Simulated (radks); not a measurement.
Results of a calculation; reference values are marked as such.
The nitrogen anion N-, [He] 2s2 2p4, held by a Watson sphere: a shell of charge +1.33 at radius R that stands for the Madelung well of a crystal (potential energy -1.33/R inside, -1.33/r outside, in hartree with lengths in bohr). Code: a radial shooting solver on a logarithmic mesh with Libxc functionals. Model: scalar-relativistic Kohn-Sham, LDA (Slater exchange, Perdew-Wang correlation), spin-polarised, spherical densities, finite nucleus; open shells are filled with parallel spins first; Fermi nuclear charge, rms radius of each element as measured or else 0.836 A^(1/3) + 0.57 fm. Response by self-consistent Sternheimer equations with the Hartree and adiabatic LDA kernel, the relativistic mass of each level held fixed and spin-orbit coupling left out. The sphere does not respond.

| R (bohr) | e(2s down) (eV) | e(2p up) (eV) | e(2p down) (eV) | <r> 2p (bohr) | sum of <r^2> (bohr^2) | X-ray form factor at sin(theta)/lambda = 0.2 1/angstrom | alpha (bohr^3) |
|---|---|---|---|---|---|---|---|
| 2.02 | -20.058 | -11.346 | -9.064 | 1.640 | 17.21 | 4.843 | 10.92 |
| 2.32 | -19.046 | -10.451 | -8.235 | 1.707 | 18.29 | 4.766 | 13.13 |
| 2.47 | -18.585 | -10.036 | -7.845 | 1.739 | 18.78 | 4.736 | 14.36 |
| 2.71 | -17.905 | -9.415 | -7.258 | 1.789 | 19.53 | 4.699 | 16.50 |
| 3.01 | -17.151 | -8.713 | -6.588 | 1.850 | 20.38 | 4.665 | 19.50 |
| 3.21 | -16.701 | -8.289 | -6.180 | 1.889 | 20.91 | 4.649 | 21.71 |
| 3.43 | -16.248 | -7.860 | -5.764 | 1.931 | 21.47 | 4.636 | 24.37 |
